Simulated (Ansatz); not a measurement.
## Energy differences in YCl

Program: Ansatz, Gaussian basis, development build. Basis cc-pwCVTZ-PP on Y, cc-pV(T+d)Z on Cl, scalar-relativistic core potentials (28 electrons on Y), no spin–orbit coupling, 5 orbitals frozen in the corrections; active space CAS(10,10), shells under the valence barred from it. Restricted Hartree–Fock, then the lowest state-specific CASSCF solution met for each case. Coupled cluster stands on the determinant that it favours, not always the lowest RHF. On stretched bonds single-reference methods can fail or change state. Unlike active orbitals can shift such differences by tenths of an eV, at times by over 1 eV.

Case A, singlet: bond length 2.7427 Å.

Case B, triplet: bond length 2.3850 Å.

Case C, singlet: bond length 2.3850 Å.

Energy less that of case A, in eV:

| case | RHF/ROHF | CASSCF | CCSD(T) |
| --- | --- | --- | --- |
| B | -0.096 | -0.025 | +0.366 |
| C | -0.344 | -0.367 | -0.522 |

(1) What does SC-NEVPT2 give for these differences?

(2) Which case is lowest, and do the methods agree?

Answers

(1) B: +0.145 eV (3.3 kcal/mol); C: -0.522 eV (-12.0 kcal/mol).

(2) C is lowest in SC-NEVPT2. Of the methods shown, RHF/ROHF, CASSCF, CCSD(T) agree.
